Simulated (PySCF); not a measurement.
The numbers are results of PBE-D3(BJ)/def2-TZVP // PBE0-D3(BJ)/def2-TZVP (PySCF), not measurements. Gas-phase values, no solvent. One relaxed conformer stands for a flexible species; it need not be the lowest. Excitations are Tamm–Dancoff values on a coarser integration grid. The basis has no diffuse functions, so Rydberg states are missing or too high.

Reference species (SMILES): `C=[SiH2]` (neutral, multiplicity 1).

```json
{
  "HOMO": "-5.67 eV",
  "S1 excitation (TDA)": "5.63 eV",
  "S1 oscillator strength": "0.319",
  "LUMO": "-2.07 eV"
}
```

Changed species: `C=[SiH][S@@](C)=O` (C–Si–S–O torsion 10°) (X = methylsulfinyl; the reference has X = H).

Q: Predict the effect on the HOMO, S1 excitation (TDA), S1 oscillator strength and LUMO.

A: the HOMO rises by 0.24 eV, to -5.43 eV; the S1 excitation (TDA) decreases by 2.26 eV, to 3.37 eV; the S1 oscillator strength falls by 0.297, to 0.022; the LUMO drops by 0.31 eV, to -2.38 eV.
